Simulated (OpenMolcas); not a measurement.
# Potential curves of MoN: spin-free states

Computed with OpenMolcas 26.06: state-averaged CASSCF(9,9) over Mo 5s 4d, N 2p, XMS-CASPT2 (IPEA 0.25, imaginary shift 0.2 hartree), scalar X2C, ANO-RCC-VDZP, then RASSI spin–orbit state interaction with atomic mean-field integrals. C2 symmetry about the axis (a holds Σ, Δ, Γ; b holds Π, Φ, H; Σ⁺ and Σ⁻ are not told apart); roots by multiplicity and irrep: 4a 1, 2a 6.

XMS-CASPT2 energies in eV from the lowest point. Curves are followed by energy order within each symmetry, so they are adiabatic and may change character at avoided crossings; Σ⁺ and Σ⁻ are counted together.

```
R (Å)  (1)4Σ  (1)2Σ  (1)2Γ  (1)2Δ  (2)2Σ
1.459  1.309  2.132  2.297  2.671  2.703
1.524  0.515  1.425  1.572  1.815  1.975
1.572  0.182  1.149  1.285  1.443  1.685
1.621  0.025  1.050  1.176  1.252  1.575
1.678  0.000  1.091  1.213  1.214  1.606
1.734  0.107  1.266  1.389  1.357  1.775
1.815  0.418  1.662  1.782  1.666  2.168
1.945  1.085  2.490  2.639  2.411  3.009
2.188  2.310  4.007  4.263  3.824  4.623
```

Only roots inside an energy window near the equilibrium distance were included, so the list of states is not complete; labels number the states computed. Each spin and symmetry block has orbitals of its own, averaged over its own roots, so gaps between blocks are less sure than gaps within one and near the minimum can be off by tenths of an eV, in bad cases by more. No Rydberg orbitals are active, so Rydberg states, and σ→σ* states whose orbital the CASSCF left unused, can be missing between those listed. CASPT2 splits the two components of degenerate states numerically, here by up to 75 cm⁻¹. No roots were computed in blocks 2b, 4b (none fell in the window or the block failed), so states of that kind are missing and can lie low or lowest. For d and f metals this valence active space lacks a second d shell: the order of states is not reliable within half an eV or more, and the lowest computed state need not be the true ground state.
